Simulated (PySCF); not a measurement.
AlSiH7O7

AlSiH7O7 is a molecule drawn as a unit of a network glass or zeolite (built as: Si Al, OH ends, O bridges), neutral, singlet. The structure, one conformer, was relaxed in the gas phase by PBE0-D3(BJ)/def2-SVP. No frequency run checks that it is a minimum.

SMILES: [OH][Al-]([OH])([OH])[OH+][Si](O)(O)O

| atom | x (Å) | y (Å) | z (Å) |
| --- | --- | --- | --- |
| O1 | 0.956 | 1.580 | 0.802 |
| Al2 | 0.942 | -0.145 | 1.089 |
| O3 | 0.936 | -0.600 | 2.737 |
| O4 | 1.790 | -1.007 | -0.173 |
| O5 | -0.784 | -0.566 | 0.387 |
| Si6 | -1.076 | -0.023 | -1.258 |
| O7 | -0.810 | 1.581 | -1.209 |
| O8 | -0.079 | -0.967 | -2.114 |
| O9 | -2.650 | -0.334 | -1.574 |
| H10 | 1.027 | 2.212 | 1.521 |
| H11 | 1.142 | -1.483 | 3.047 |
| H12 | 2.710 | -0.806 | -0.361 |
| H13 | -1.541 | -0.580 | 0.984 |
| H14 | -0.129 | 1.834 | -0.534 |
| H15 | 0.742 | -1.151 | -1.595 |
| H16 | -3.190 | 0.447 | -1.729 |

Shieldings: GIAO PBE0/pcSseg-1. Shifts are against computed references at the same level: H TMS (σ 31.27 ppm), Si TMS (σ 352.0 ppm). Core levels by delta-SCF with SCAN, pcX-2 on the ionised atom and pcseg-1 elsewhere, spin-free X2C (2p3/2 is the spin-free 2p value less a third of a first-order spin-orbit splitting); from the vacuum level, for chosen atoms.

Q: Give the NMR and core-level values of the distinct atoms.

A: 
| atoms | bonded to | σ (ppm) | δ (ppm) | core level (eV) |
| --- | --- | --- | --- | --- |
| O1 | 1 Al + 1 H | 315.3 | - | 1s 538.13 |
| Al2 | 4 O | 493.3 | - | 2p3/2 80.63 |
| O3 | 1 Al + 1 H | 323.5 | - | 1s 537.87 |
| O4 | 1 Al + 1 H | 307.4 | - | - |
| O5 | 1 Al + 1 Si + 1 H | 262.5 | - | 1s 540.46 |
| Si6 | 4 O | 411.6 | -59.6 | 2p3/2 109.10 |
| O7 | 1 Si + 1 H | 258.8 | - | - |
| O8 | 1 Si + 1 H | 261.9 | - | - |
| O9 | 1 Si + 1 H | 290.8 | - | - |
| H10 | 1 O | 30.45 | 0.81 | - |
| H11 | 1 O | 30.35 | 0.91 | - |
| H12 | 1 O | 30.52 | 0.74 | - |
| H13 | 1 O | 28.67 | 2.60 | - |
| H14 | 1 O | 23.48 | 7.79 | - |
| H15 | 1 O | 24.05 | 7.22 | - |
| H16 | 1 O | 29.16 | 2.11 | - |

Values are those of this one static structure; atoms that internal rotation interchanges would show their mean in an NMR spectrum.

Q: Which of O1, O3, O5 holds its core electrons tightest, and by how much against the loosest?

A: O5 (bonded to 1 Al + 1 Si + 1 H), by 2.59 eV over O3 (bonded to 1 Al + 1 H).

Q: By CAM-B3LYP/def2-SVPD (TDDFT singlets, Tamm-Dancoff triplets, ionisation by delta-SCF), where does absorption start, and what does vertical ionisation take?

A: The lowest singlet lies at 7.24 eV (f 0.016), the strongest of the first 6 at 7.46 eV (f 0.074), the lowest triplet at 6.95 eV; vertical ionisation takes 11.22 eV.
